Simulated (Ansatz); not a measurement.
Consider the hydrogenolysis of the Si–O bond: `O[SiH](F)CF` + H₂ → `FC[SiH2]F` + H₂O.

Calculated with Ansatz (gas phase, PBE0-D4/def2-TZVP geometries, no zero-point term in ΔE). CCSD(T)/CBS is the MP2 limit (def2-TZVPP, def2-QZVPP) plus CCSD(T) − MP2 in def2-TZVPP, frozen cores. This one scheme is used for every species. Functionals use def2-TZVPP. Each species was taken in one conformer, which may not be the lowest.

Task: Is it downhill or uphill in electronic energy at CCSD(T)/CBS, and by how much? (Best estimate.)

Result: Computed: Uphill: ΔE = +96.6 kJ/mol.

Task: What do these levels give: PBE-D4, BHLYP-D4, CAM-B3LYP-D4, PBE-QIDH, PBE0, r2SCAN0? (Estimate.)

Result: Ansatz gave: PBE-D4 92.7, BHLYP-D4 99.3, CAM-B3LYP-D4 100.3, PBE-QIDH 95.6, PBE0 89.0, r2SCAN0 100.2 kJ/mol.

Largest T1 diagnostic among the species: 0.012.

In def2-TZVPP, CCSD(T) changes the Hartree–Fock value by +6.4 kJ/mol (the triples alone add +2.5 kJ/mol) and MP2 by +11.7 kJ/mol. At CCSD(T), def2-SVP lies −10.6 kJ/mol from the extrapolated value and def2-TZVPP +0.4 kJ/mol. From BLYP to BHLYP (50 % exact exchange), in def2-TZVPP and without D4, ΔE moves by +3.1 kJ/mol.
